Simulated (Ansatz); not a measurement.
`C=[C](C)[GaH][OH]` + HBr → `[OH][GaH][Br]` + `C=CC` at 700 K and 1 bar (ligand exchange at a Ga–C bond).

Gas-phase electronic energies from Ansatz, PBE0-D4/def2-TZVP geometries. CCSD(T)/CBS adds triple-zeta CCSD(T) − MP2 to the extrapolated MP2 energy (def2 sets, frozen cores). For Br, Ga outer-core shells are correlated without core-valence functions, which leaves a few kJ/mol of doubt a bond. Scalar relativity is left out up to krypton. One conformer a species, not always the lowest.

```
            species  CCSD(T)/CBS energy (Eh)  H − E (kJ/mol)  S (J/(mol·K))
`C=[C](C)[GaH][OH]`              -2117.49458           322.6          490.7
                HBr              -2573.91920            36.5          223.7
    `[OH][GaH][Br]`              -4573.71961           104.2          379.4
             `C=CC`               -117.74610           260.0          340.6
```

H − E and S are ideal-gas, rigid-rotor, harmonic terms from PBE0-D4/def2-TZVP, for one conformer and one mirror image of each species. 1 Eh = 2625.50 kJ/mol, R = 8.31446 J/(mol·K).

By hand: ΔE, ΔH, ΔS and ΔG.

ΔE = (-4573.71961) + (-117.74610) − (-2117.49458) − (-2573.91920) = -0.05193 Eh = -136.3 kJ/mol. Δ(H − E) = 104.2 + 260.0 − 322.6 − 36.5 = 5.1, so ΔH = -131.2 kJ/mol. ΔS = 379.4 + 340.6 − 490.7 − 223.7 = 5.6 J/(mol·K). ΔG = -131.2 − 700 × (5.6)/1000 = -135.1 kJ/mol.

By hand: the equilibrium constant, and the temperature at which ΔG would vanish if ΔH and ΔS stayed fixed.

log₁₀ K = −ΔG/(RT ln 10) = 10.1. ΔH and −TΔS have one sign here, so there is no such temperature. One of them is within its doubt of zero, so this could turn.

The number of gas molecules stays the same, so ΔS is small and ΔH decides. A doubt of 5 kJ/mol in ΔE shifts log₁₀ K by 0.4 here. Other conformers and mirror images would add mixing entropy, several J/(mol·K) or more a flexible species. Modes under 60 cm⁻¹, often nearly free rotors, make the harmonic entropy too high. These are equilibria of isolated gas molecules and say nothing of rates. Largest T1 diagnostic: 0.013 (customary marks: 0.02 for closed shells, 0.045 for open ones).
